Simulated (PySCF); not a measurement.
**How the method changes the constants of InSb**

State: ³Σ⁻ (triplet), unpaired electrons π ↑↑. Set-up: In def2-SVP with ECP28, Sb def2-SVP with ECP28; scalar-relativistic core potentials (PySCF 2.14). De refers to In + Sb in their high-spin ground configurations, without counterpoise correction. The functionals are run spin-unrestricted. A positive dipole means In(−)Sb(+).

```csv
Level,Re (Å),ωe (cm⁻¹),De (eV),μ (D),"CPU s a point (SCF and correlation, without the integrals)"
UHF,3.001,138,0.60,-2.42,0.17
UHF-MP2,2.961,148,1.21,n/a,0.28
UHF-SCS-MP2,2.980,145,1.16,n/a,n/a
UHF-CCSD,2.982,142,1.18,n/a,n/a
UHF-CCSD(T),2.985,142,1.25,n/a,13
PBE,2.987,140,1.81,-1.78,0.73
r²SCAN,2.959,144,1.67,-1.88,1
PBE0,2.957,145,1.67,-1.97,1.2
HSE06,2.961,145,1.75,-1.91,1.1
MN15,2.940,146,1.60,-1.71,1.1
M06-2X,2.988,140,1.31,-2.45,1.2
B2PLYP,2.975,143,1.55,-2.17,0.75
```

Q: Which functional lies closest to UHF-CCSD(T) in De, which farthest, and by how much do they differ from it?

A: Closest is M06-2X (+0.3 pm in Re, -1.4 % in ωe, +0.06 eV in De against UHF-CCSD(T) in the same basis), farthest PBE (+0.2 pm in Re, -1.4 % in ωe, +0.56 eV in De). CCSD(T) converges more slowly with the basis than the functionals do and binds too weakly in this one, so the order can change at the basis-set limit.

Q: What does a quarter of exact exchange do here, going from PBE to PBE0?

A: PBE0 less PBE: -3.0 pm in Re, +3.6 % in ωe, -0.14 eV in De. Exact exchange removes part of the self-interaction that spreads semilocal densities, and in most molecules shortens and stiffens the bond and lowers De; so it does here.

Q: What does the step from GGA to meta-GGA do here, going from PBE to r²SCAN?

A: r²SCAN less PBE: -2.8 pm in Re, +2.9 % in ωe, -0.14 eV in De. 

Correlated steps freeze 8 core orbitals. Correlated levels converge slowly with the basis: in double zeta they bind strong bonds too weakly, by up to about 1 eV, and carry superposition errors of some tenths. Spin–orbit coupling is left out, which matters for elements this heavy, above all for dissociation energies. B2PLYP dipoles, levels and charges come from its SCF part alone. The state is the lowest determinant that a PBE0 search found; another state may lie lower at other levels.

The whole job (state search and all levels along the bond) took about 3.8 min on 1 thread of Arm Neoverse V1 (shared host), peak memory 0.61 GiB.
